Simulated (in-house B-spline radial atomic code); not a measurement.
Ionisation energies along the 60-electron series, configuration [Kr] 4d10 4f12 5s2, as differences of self-consistent energies. Dirac energy differences include first-order Breit, QED and recoil terms. NIST's values go from ground level to ground level; the uncertainty of those that are theory runs from under 0.1 % in few-electron ions to several per cent in heavy many-electron ones. Computed with a radial B-spline atomic code at the basis-set limit: Dirac-Hartree-Fock, average of the configuration, finite nuclei.

| ion | configuration after | ionisation energy (eV) | IE/(q+1)² (eV) | -ε less Coulomb ΔSCF (eV) | Breit and QED recoil part (eV) | tabulated value (eV) | computed minus tabulated (eV) |
| --- | --- | --- | --- | --- | --- | --- | --- |
| Yb10+ | [Kr] 4d10 4f11 5s2 | 184.4 | 1.5239 | - | 0.09489 | 209 | -24.6 |
| Lu11+ | [Kr] 4d10 4f11 5s2 | 217.0 | 1.5069 | - | 0.10108 | 238 | -21.0 |
| Hf12+ | [Kr] 4d10 4f11 5s2 | 251.6 | 1.489 | - | 0.10574 | 270 | -18.4 |
| Ta13+ | [Kr] 4d10 4f11 5s2 | 288.3 | 1.4707 | - | 0.10889 | 304 | -15.7 |
| W14+ | [Kr] 4d10 4f11 5s2 | ? | ? | ? | ? | ? | ? |
| Re15+ | [Kr] 4d10 4f11 5s2 | ? | ? | ? | ? | ? | ? |
| Os16+ | [Kr] 4d10 4f12 5s1 | 399.2 | 1.3813 | 0.45656 | -0.59258 | 410 | -10.8 |
| Ir17+ | [Kr] 4d10 4f12 5s1 | ? | ? | ? | ? | ? | ? |
| Pt18+ | [Kr] 4d10 4f12 5s1 | 471.9 | 1.3073 | 0.44538 | -0.70782 | 479 | -7.1 |
| Au19+ | [Kr] 4d10 4f12 5s1 | 510.4 | 1.2759 | 0.442 | -0.77098 | 520 | -9.6 |

Task: Fill in the row of W14+.

Result: ionisation energy (eV): 326.8; IE/(q+1)² (eV): 1.4526; Breit and QED recoil part (eV): 0.11053; tabulated value (eV): 325.3; computed minus tabulated (eV): 1.5.

Task: Fill in the row of Re15+.

Result: ionisation energy (eV): 367.3; IE/(q+1)² (eV): 1.4348; Breit and QED recoil part (eV): 0.11065; tabulated value (eV): 377; computed minus tabulated (eV): -9.7.

Task: Fill in the row of Ir17+.

Result: ionisation energy (eV): 434.9; IE/(q+1)² (eV): 1.3422; -ε less Coulomb ΔSCF (eV): 0.45013; Breit and QED recoil part (eV): -0.6484; tabulated value (eV): 445; computed minus tabulated (eV): -10.1.

Where a p, d or f electron is removed, the computed value is a mean over both j, so it misses the tabulated one by a part of the spin-orbit splitting; averaging over terms and missing correlation add to the gap, relatively most at low charge.
